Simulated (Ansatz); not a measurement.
Reaction (formal exchange of groups at a Ta–C bond): `[CH3][Ta](=[O])([F])[F]` + `COC` → `C[O][Ta](=[O])([F])[F]` + `CC`

Calculated with Ansatz (gas phase, PBE0-D4/def2-TZVP geometries, no zero-point term in ΔE). CCSD(T)/CBS adds triple-zeta CCSD(T) − MP2 to the extrapolated MP2 energy (def2 sets, frozen cores). This one scheme is used for every species. DFT in def2-TZVPP. HSE06 is defined as in plane-wave codes. Elements past krypton have def2 core potentials. For Ta outer-core shells are correlated without core-valence functions, which leaves a few kJ/mol of doubt a bond. Each species was taken in one conformer, which may not be the lowest.

(1) Is it downhill or uphill in electronic energy at CCSD(T)/CBS, and by how much? (Estimate.)

(2) What do these levels give: revPBE-D4, BLYP-D4, B97M-V, HSE06-D4, BHLYP-D4, PBE, CAM-B3LYP, HF/def2-SVP, HF/def2-TZVPP, CCSD(T)/def2-TZVPP, HF/def2-QZVPP, SCS-MP2/def2-QZVPP? (Best estimate.)

(3) What do rigid-rotor, harmonic-oscillator terms from PBE0-D4/def2-TZVP frequencies (298.15 K, 1 bar) make of the CCSD(T)/CBS value? (Best estimate.)

Largest T1 diagnostic among the species: 0.020.

Results:

(1) The calculation gave: Downhill: ΔE = -2.02 eV.

(2) Ansatz gave: revPBE-D4 -1.97, BLYP-D4 -2.02, B97M-V -2.04, HSE06-D4 -1.98, BHLYP-D4 -2.06, PBE -1.96, CAM-B3LYP -2.06, HF/def2-SVP -2.12, HF/def2-TZVPP -2.08, CCSD(T)/def2-TZVPP -2.03, HF/def2-QZVPP -2.08, SCS-MP2/def2-QZVPP -2.08 eV.

(3) The calculation gave: ΔZPE = +0.05 eV, ΔH = -1.96 eV, ΔS = -9 J/(mol·K), ΔG = -1.93 eV.

At CCSD(T), def2-SVP lies −0.14 eV from the extrapolated value and def2-TZVPP −0.01 eV. Leaving LDA and LC-ωPBE aside and taking each functional with its dispersion term where it has one, the values, not all of them listed here, spread over 0.11 eV, from B2PLYP to PBE-D4. From BLYP to BHLYP (50 % exact exchange), in def2-TZVPP and without D4, ΔE moves by −0.04 eV.
